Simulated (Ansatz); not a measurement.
Mulliken charges of FGeH$_{5}$OSSi (`O[SiH](F)[S][GeH3]`) from ωB97M-V/def2-TZVPP in Ansatz (PBE0-D4/def2-TZVP geometry).

| atom | x (Å) | y (Å) | z (Å) | charge (e) |
| --- | --- | --- | --- | --- |
| O1 | -0.010 | 1.559 | 0.617 | -0.367 |
| Si2 | 0.818 | 0.288 | 1.226 | 0.630 |
| F3 | -0.123 | -0.422 | 2.305 | -0.305 |
| S4 | 1.326 | -0.992 | -0.355 | -0.318 |
| Ge5 | -0.567 | -0.816 | -1.542 | 0.107 |
| H6 | -0.542 | 2.080 | 1.222 | 0.184 |
| H7 | 2.046 | 0.677 | 1.948 | -0.044 |
| H8 | -1.774 | -0.862 | -0.598 | 0.041 |
| H9 | -0.545 | -2.043 | -2.462 | 0.035 |
| H10 | -0.545 | 0.480 | -2.358 | 0.037 |

By hand: the dipole of these point charges (1 e Å = 4.8032 D).

Σ q r = (-0.228, 0.230, -0.268) e Å, of length 0.420 e Å = 2.02 D.

How does the dipole of the full density compare? (Estimate.)

Ansatz gave: (-0.248, 0.278, -0.047) e Å, 1.80 D; the point charges give 1.12 times that, at 33° from its direction.

Point charges leave out the atoms' own dipoles, such as those of lone pairs, and Mulliken's split depends on the basis, so the two needn't agree.
